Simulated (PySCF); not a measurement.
B(Cl)(NCO)(OH) (CHBClNO₂), SMILES O=C=NB(O)Cl. Geometry: TPSSh-D3(BJ)/def2-SVP. This is a generated structure with no PubChem entry under its InChIKey; it may be hypothetical. Other conformers were not sampled.

**Question.** Give the equilibrium geometry at TPSSh-D3(BJ)/def2-SVP (PySCF confirms it by a frequency run) as Cartesian coordinates in Å, and its point group. (The exact figures need the calculation; the answer reports its results.)

**Answer.** Several could match; the one computed here: point group Cs.
```xyz
7

B      0.4794    -0.6130     0.0000
Cl    -1.0439    -1.5474     0.0000
N      0.4410     0.8037     0.0000
C      0.0127     1.9280     0.0000
O     -0.3476     3.0426     0.0000
O      1.6725    -1.2444     0.0000
H      1.5880    -2.2094     0.0000
```
